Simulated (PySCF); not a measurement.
Vertical excitations of a molecule FH6NOSi2 from TDDFT-CAM-B3LYP/def2-SVPD run with PySCF, as energy in eV (oscillator strength): 6.93 (0.049), 8.05 (0.006), 8.19 (0.026), 8.23 (0.053), 8.42 (0.020), 8.48 (0.002), 8.61 (0.002), 8.74 (0.009), 8.85 (0.013), 8.92 (0.001). Lowest triplet (TDA): 6.52 eV. The structure is a stationary point at PBE0-D3(BJ)/def2-SVP. One conformer was computed; it need not be the lowest.

### Question
Which structure fits?
A. O[Si@H](F)N[SiH3]
B. N[Si@@H](O)[SiH2]F
C. N[SiH2]O[SiH2]F
D. N[Si@@](O)(F)[SiH3]

### Answer
C, N[SiH2]O[SiH2]F
